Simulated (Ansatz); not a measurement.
`[F][AlH][SH]` + HBr → `[SH][AlH][Br]` + H–F  (ligand exchange at the Al–F bond)

Gas-phase electronic energies from Ansatz, PBE0-D4/def2-TZVP geometries. CBS: MP2 limit from def2 TZ/QZ plus the TZ coupled-cluster correction, frozen cores. This one scheme is used for every species. Functionals use def2-TZVPP. B3LYP here is the variant with VWN-RPA as its local correlation; programs differ in this. For Br outer-core shells are correlated without core-valence functions, which leaves a few kJ/mol of doubt a bond. Scalar relativity is left out up to krypton. Each species was taken in one conformer, which may not be the lowest.

`[F][AlH][SH]`:

```xyz
5

F     1.145    1.516    0.980
Al    0.027    0.530    0.283
S     0.774   -1.318   -0.571
H    -1.484    0.954    0.267
H    -0.462   -1.683   -0.958
```

HBr:

```xyz
2

Br    0.365    0.047    0.608
H    -0.365   -0.047   -0.608
```

`[SH][AlH][Br]`:

```xyz
5

S    -1.431   -0.925   -0.151
Al    0.172    0.400    0.470
Br    1.984    0.604   -0.853
H    -0.797   -1.279   -1.283
H     0.071    1.200    1.816
```

H–F:

Z-matrix (Å, degrees):
```
F
H 1 0.920
```

| level | ΔE (kJ/mol) | difference from CCSD(T)/CBS |
| --- | --- | --- |
| LDA (SPW92) | 19.7 | 2.8 |
| B97M-V | 29.2 | 12.3 |
| B3LYP-D4 | 25.1 | 8.2 |
| revPBE | 20.4 | 3.5 |
| PBE0 | 15.2 | -1.7 |
| LC-ωPBE | 23.0 | 6.1 |
| MP2/def2-SVP | 25.0 | 8.1 |
| MP2/def2-QZVPP | 15.2 | -1.7 |
| HF/CBS(def2) | 26.0 | 9.1 |
| MP2/CBS(def2) | 12.5 | -4.4 |
| CCSD(T)/CBS | 16.9 | 0 |

Largest T1 diagnostic among the species: 0.012.

Leaving LDA and LC-ωPBE aside and taking each functional with its dispersion term where it has one, the values, not all of them listed here, spread over 18.5 kJ/mol, from HSE06-D4 to CAM-B3LYP-D4. From PBE to PBE0 (25 % exact exchange), in def2-TZVPP and without D4, ΔE moves by −5.2 kJ/mol.
